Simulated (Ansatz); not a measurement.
System: sum formula Si2NHCl6, net charge 0, singlet state. SMILES: Cl[Si](Cl)(Cl)N[Si](Cl)(Cl)Cl
Coordinates optimised at B3LYP-D3(BJ)/def2-TZVP (Ansatz, an electronic-structure program):
```
N
H 1 1.0125
Si 1 1.7072 2 114.65
Si 1 1.7072 2 114.65 3 -180.00
Cl 4 2.0354 1 109.70 2 142.88
Cl 3 2.0354 1 109.70 2 142.88
Cl 3 2.0391 1 112.43 2 -96.80
Cl 4 2.0391 1 112.43 2 -96.80
Cl 3 2.0410 1 107.52 2 22.41
Cl 4 2.0410 1 107.52 2 22.41
```
Charge 0, spin multiplicity 1.

Quantity: atomisation energy (electronic, to ground-state atoms), in eV. Valence correlation only, unless marked. UHF or UKS for open shells. Spin-orbit coupling is left out. No relativistic terms. The coupled-cluster limit lacks core correlation, which all-electron functionals hold. Basis-set limits of correlation are two-point, X^-3; Hartree-Fock from the larger set. [CCSD(T)-MP2]/basis is that difference in the basis named.

```json
[
 {"level": "HF/STO-3G", "program": "Ansatz", "atomisation energy (eV)": "27.97"},
 {"level": "HF/cc-pV(T+d)Z", "program": "Ansatz", "atomisation energy (eV)": "26.14"},
 {"level": "HF/cc-pV(Q+d)Z", "program": "Ansatz", "atomisation energy (eV)": "26.25"},
 {"level": "B3LYP/def2-TZVPD", "program": "Ansatz", "atomisation energy (eV)": "34.90"},
 {"level": "PBE0/def2-SVP", "program": "Ansatz", "atomisation energy (eV)": "35.72"},
 {"level": "BHLYP/def2-TZVPD", "program": "Ansatz", "atomisation energy (eV)": "34.24"},
 {"level": "HSE06/def2-TZVPD", "program": "Ansatz", "atomisation energy (eV)": "36.30"}
]
```

Task: What does RI-MP2/CBS(aug-cc-pV(T+d)Z,aug-cc-pV(Q+d)Z)+[CCSD(T)-MP2]/aug-cc-pV(T+d)Z (Ansatz) give?

Result: 36.85 eV, so HSE06/def2-TZVPD differs from it by -0.55 eV.
